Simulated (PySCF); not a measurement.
Job file and geometry (Å, from GFN2-xTB) of an NMR shielding run on `COCCPCCC#N`, C$_{6}$H$_{12}$NOP, PySCF, GIAO PBE0/pcSseg-1 NMR shielding, non-relativistic, gas phase; density fitting, a coarse starting grid and PySCF grid level 2 are the driver's defaults:

```
$ OMP_NUM_THREADS=1 python probes_run.py task.json out

{"job": {"kind": "nmr", "xc": "PBE0", "basis": "pcSseg-1"}, "charge": 0, "multiplicity": 1}
C     -2.468965     0.994508    -0.270886
O     -1.294786     0.255122    -0.481144
C     -1.459299    -1.130804    -0.285047
C     -0.100334    -1.799740    -0.430781
P      0.987588    -1.520559     1.065037
C      1.413271     0.287658     0.960456
C      1.787126     0.808373    -0.429436
C      2.266604     2.161412    -0.330986
N      2.645105     3.235567    -0.226543
H     -2.217911     2.037002    -0.456834
H     -3.264349     0.680988    -0.958019
H     -2.828574     0.882341     0.759283
H     -1.873035    -1.325487     0.717571
H     -2.169704    -1.530704    -1.027380
H     -0.238767    -2.881925    -0.499367
H      0.378932    -1.454857    -1.348390
H      2.147872    -1.960710     0.408317
H      0.561623     0.852175     1.347478
H      2.245774     0.432977     1.657418
H      0.903230     0.803375    -1.071865
H      2.569678     0.190233    -0.881692
```

Question: What does the program print?

Answer: 
```
coarse grid: 17728 points
cycle   1  E = -706.3790692911  dE =  9.845e-01  |g| = 6.522e-01  |ddm| = 4.041e+00
cycle   2  E = -706.2152322846  dE =  1.638e-01  |g| = 1.115e+00  |ddm| = 1.485e+00
cycle   3  E = -706.4630956790  dE = -2.479e-01  |g| = 1.839e-01  |ddm| = 9.758e-01
cycle   4  E = -706.4690414809  dE = -5.946e-03  |g| = 8.584e-02  |ddm| = 1.749e-01
cycle   5  E = -706.4705232173  dE = -1.482e-03  |g| = 1.663e-02  |ddm| = 7.585e-02
cycle   6  E = -706.4705773436  dE = -5.413e-05  |g| = 4.440e-03  |ddm| = 1.493e-02
cycle   7  E = -706.4705816827  dE = -4.339e-06  |g| = 1.191e-03  |ddm| = 5.022e-03
final grid: 165840 points
cycle   8  E = -706.5365880287  dE = -4.356e-05  |g| = 1.293e-02  |ddm| = 3.609e-02
cycle   9  E = -706.5365617323  dE =  2.630e-05  |g| = 1.750e-02  |ddm| = 2.069e-02
cycle  10  E = -706.5366232400  dE = -6.151e-05  |g| = 1.457e-03  |ddm| = 1.217e-02
cycle  11  E = -706.5366236624  dE = -4.224e-07  |g| = 2.583e-04  |ddm| = 1.367e-03
cycle  12  E = -706.5366236732  dE = -1.086e-08  |g| = 1.414e-04  |ddm| = 3.650e-04
cycle  13  E = -706.5366236767  dE = -3.511e-09  |g| = 6.809e-05  |ddm| = 1.268e-04
cycle  14  E = -706.5366236777  dE = -9.645e-10  |g| = 1.624e-05  |ddm| = 6.510e-05
converged SCF energy = -706.5366236777

GIAO shielding tensors (ppm)
atom      isotropic    diamagn.    paramagn.     s11        s22        s33       span
  0 C      125.948     242.940    -116.992     94.357     98.841    184.646     90.288
  1 O      307.777     402.687     -94.910    275.150    314.807    333.373     58.223
  2 C      110.081     244.585    -134.504     78.310     97.644    154.290     75.980
  3 C      164.518     253.067     -88.549    150.046    160.489    183.019     32.973
  4 P      398.731     965.657    -566.926    347.281    388.960    459.950    112.669
  5 C      162.663     252.991     -90.329    149.827    162.371    175.789     25.962
  6 C      168.416     249.131     -80.714    150.849    170.725    183.675     32.826
  7 C       62.100     258.543    -196.444    -58.274    -50.579    295.152    353.426
  8 N      -29.234     340.226    -369.460   -193.650   -186.594    292.542    486.192
  9 H       27.774      29.771      -1.997     23.396     25.668     34.257     10.861
 10 H       28.360      27.895       0.465     24.399     25.619     35.061     10.662
 11 H       28.406      29.254      -0.848     24.272     26.344     34.603     10.331
 12 H       28.321      30.749      -2.428     24.629     28.085     32.248      7.618
 13 H       27.740      29.593      -1.853     23.223     27.156     32.841      9.618
 14 H       30.382      30.010       0.371     24.947     28.109     38.089     13.141
 15 H       29.298      32.770      -3.472     25.957     28.526     33.410      7.453
 16 H       28.277      30.295      -2.018     24.104     26.781     33.945      9.841
 17 H       29.748      33.741      -3.993     26.767     28.545     33.932      7.164
 18 H       30.052      30.908      -0.856     24.537     29.166     36.455     11.918
 19 H       28.304      32.157      -3.853     22.514     28.534     33.864     11.350
 20 H       29.902      28.741       1.162     24.371     30.412     34.923     10.552
```

Size and cost of the density-fitted run: 220 basis functions, 57 s wall time on 1 thread of an Arm Neoverse V1, shared host; peak memory 1 GiB.
